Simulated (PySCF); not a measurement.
Stepwise substitution at one centre (Sn F-H). All species are isolated molecules in the gas phase. Strings in code marks are SMILES.

Quantity: redistribution energy (mixed species minus the weighted end members), in kJ/mol.

A: 3 of 4 F replaced by H: `[F][SnH3]`
B: 1 of 4 F replaced by H: `[F][SnH]([F])[F]`
C: 2 of 4 F replaced by H: `[SnH2]([F])[F]`

**Question.** Put the candidates in order of redistribution energy (mixed species minus the weighted end members), lowest first, for M06-2X/def2-TZVP // PBE0-D3(BJ)/def2-TZVP (PySCF).

**Answer.** B (-29.67 kJ/mol), C (-28.25 kJ/mol), A (-13.02 kJ/mol)
